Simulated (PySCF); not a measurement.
Electron correlation in La⁻ (lanthanum, charge -1)

[Xe] 5d2 6s2, high-spin 3F determinant. All numbers are calculated (PySCF 2.14, scalar relativity through the core potential, in def2-QZVPPD with the def2 core potential (46 electrons) (7s5p4d3f2g, 81 functions)). Frozen: nothing; 12 electrons correlated.

MP2 pair energies summed by pair of shells (mhartree):

| pair | energy | share (%) |
| --- | --- | --- |
| 5p-5p | -102.54 | 40.9 |
| 5p-5d | -52.14 | 20.8 |
| 5s-5p | -31.18 | 12.4 |
| 5p-6s | -18.62 | 7.4 |
| 5d-6s | -18.05 | 7.2 |
| 6s-6s | -12.83 | 5.1 |
| 5s-5s | -5.44 | 2.2 |
| 5s-5d | -5.29 | 2.1 |
| 5d-5d | -3.78 | 1.5 |
| 5s-6s | -0.82 | 0.3 |

Total MP2 correlation energy: -250.68 mhartree.

Same-spin part -70.11 and opposite-spin part -180.57 mhartree; SCS-MP2 scales them by 1/3 and 6/5 to -240.05 mhartree.

The basis has no tight functions for the innermost shells, so their pair energies are far from complete.

The Hartree-Fock reference does not bind the outermost electron (its level is positive or very diffuse), so these energies belong to a reference that the basis holds together.
